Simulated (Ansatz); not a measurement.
Consider the redistribution: `N[SiH2][SiH2]N` + `CC(F)[SiH3]` → `N[SiH2][SiH3]` + `CC(F)[SiH2]N`.

Isolated molecules relaxed with PBE0-D4/def2-TZVP in Ansatz; ΔE leaves out vibrations. CCSD(T)/CBS is the MP2 limit (def2-TZVPP, def2-QZVPP) plus CCSD(T) − MP2 in def2-TZVPP, frozen cores. This one scheme is used for every species. DFT in def2-TZVPP. Each species was taken in one conformer, which may not be the lowest.

```csv
level,ΔE (kJ/mol)
r2SCAN-D4,-11.2
SCS-MP2/def2-TZVPP,-10.1
SCS-MP2/def2-QZVPP,-10.5
HF/CBS(def2),-14.4
```

(1) What does CCSD(T)/CBS give? (An estimate is asked.)

Largest T1 diagnostic among the species: 0.011.

## Answers

(1) Ansatz gave: -10.9 kJ/mol. The listed levels differ from it by -0.3, 0.8, 0.4, -3.5 kJ/mol.

In def2-TZVPP, CCSD(T) changes the Hartree–Fock value by +3.3 kJ/mol (the triples alone add +0.7 kJ/mol) and MP2 by +3.8 kJ/mol.

CCSD(T)/CBS has its own doubt, a few kJ/mol and more with outer-core shells, so smaller differences from it don't rank the levels.
